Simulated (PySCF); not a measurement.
**Levels of Cr¹³⁺ from EOM-EA-GCCSD**

Reference: closed-shell Cr¹⁴⁺, [Ne]; one electron is added. Calculated with PySCF 2.14, two-component X2C-1e with screened spin-orbit coupling, an uncontracted even-tempered set (18 s from 0.58 bohr⁻², ratio 2.6; 12 p from 0.75 bohr⁻², ratio 2.6; 6 d from 0.77 bohr⁻², ratio 2.8; 3 f from 27 bohr⁻², ratio 2.8); frozen 1s2; the 50 highest virtual spinors dropped; of the others 44 kept and the rest restored at second order. No Breit or QED terms. Binding energies in eV.

```
level  Koopmans  second order  EOM-CCSD
3s1/2    383.42        384.03    384.03
3p1/2    353.34        353.99    353.99
3p3/2    351.58        352.21    352.22
3d3/2    310.36        310.78    310.78
3d5/2    310.14        310.56    310.57
```

Electric-dipole lines between these computed levels:

```
lower  upper  ΔE (eV)  vacuum wavelength (nm)
3s1/2  3p1/2   30.040                   41.27
3s1/2  3p3/2   31.814                   38.97
3p1/2  3d3/2   43.208                   28.69
3p3/2  3d3/2   41.434                   29.92
3p3/2  3d5/2   41.652                   29.77
```

For comparison, the ionisation energy of Cr¹³⁺ is 384.16 eV (semi-empirical (NIST evaluation); NIST Atomic Spectra Database, ionization energies).

Only part of the computed levels is shown.

The screened spin-orbit operator tends to give fine-structure splittings of light species too large.
